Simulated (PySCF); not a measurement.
Al(H)(OMe)2 (C2H7AlO2), SMILES [AlH]([O]C)[O]C. Atoms are numbered in the order given.

```xyz
12

Al     0.0000     0.0000     1.0556
H      0.0000     0.0000     2.6173
O     -1.4897     0.0000     0.2511
C     -2.0818     0.0000    -1.0104
H     -2.7245     0.8902    -1.1409
H     -1.3426     0.0000    -1.8350
H     -2.7245    -0.8902    -1.1409
O      1.4897     0.0000     0.2511
C      2.0818     0.0000    -1.0104
H      1.3426     0.0000    -1.8350
H      2.7245     0.8902    -1.1409
H      2.7245    -0.8902    -1.1409
```

Coordinates come from a B3LYP-D3(BJ)/def2-SVP optimisation. The structure was generated by enumeration; whether it is a known compound was not checked. One conformer was computed; it need not be the lowest.

All values below come from PySCF with PBE0/pcSseg-1.

GIAO shieldings, no solvent; atoms alike by connectivity are averaged. δ = σ(ref) − σ: ¹H against TMS (σ = 31.56 ppm); ¹⁷O against H2O (σ = 334.2 ppm); ¹³C against TMS (σ = 186.3 ppm), references at their B3LYP-D3(BJ)/def2-TZVP geometries, non-relativistic.

```json
[
 {"nucleus": "¹H", "atoms": "H5, H6, H7, H10, H11, H12", "count": "6", "δ (ppm)": "4.34"},
 {"nucleus": "¹H", "atoms": "H2", "count": "1", "δ (ppm)": "3.70"},
 {"nucleus": "¹⁷O", "atoms": "O3, O8", "count": "2", "δ (ppm)": "30.6"},
 {"nucleus": "¹³C", "atoms": "C4, C9", "count": "2", "δ (ppm)": "57.8"}
]
```
